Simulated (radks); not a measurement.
Kr, configuration [Ar] 3d9 4s2 4p6 5s1 (not the ground configuration).

Calculated with a radial shooting solver on a logarithmic mesh with Libxc functionals: Dirac Kohn-Sham, PBEsol, spin-unpolarised, spherical densities, finite nucleus; open shells are shared between the two j in proportion to 2j + 1; Fermi nuclear charge, rms radius 4.1884 fm.

Energy parts (hartree):
total: -2785.36811
kinetic: 2860.33161
electron-nucleus: -6710.47480
Hartree: 1158.57105
exchange-correlation: -93.79597

Orbitals (lengths in bohr, moments of r in powers of bohr; <r^-3> diverges for s and p1/2):
orbital	occ.	eigenvalue (hartree)	<r^-3>	<1/r>	small-component weight
1s1/2	2	-520.5869	-	36.75	1.71e-02
2s1/2	2	-69.34926	-	8.223	3.39e-03
2p1/2	2	-62.76896	-	8.193	3.39e-03
2p3/2	4	-60.79374	1426	7.908	3.30e-03
3s1/2	2	-10.41671	-	2.737	8.45e-04
3p1/2	2	-8.09273	-	2.627	7.96e-04
3p3/2	4	-7.79460	217.4	2.559	7.73e-04
3d3/2	3.6	-3.74928	28.86	2.331	6.61e-04
3d5/2	5.4	-3.69899	27.88	2.313	6.55e-04
4s1/2	2	-1.14026	-	0.9044	1.50e-04
4p1/2	2	-0.60036	-	0.7704	1.13e-04
4p3/2	4	-0.57045	21.82	0.7521	1.08e-04
5s1/2	1	-0.08083	-	0.2372	1.16e-05
5p1/2	0	-0.02820	-	0.1661	5.53e-06
5p3/2	0	-0.02716	0.7692	0.1634	5.40e-06

The highest occupied level is 5s1/2 at -2.200 eV. Summed over all electrons, <r^2> = 64.98 bohr^2, which gives a Langevin (diamagnetic) susceptibility term of -51.5 x 10^-6 cm^3/mol. The density falls to 0.001 e/bohr^3 at r = 4.52 bohr.
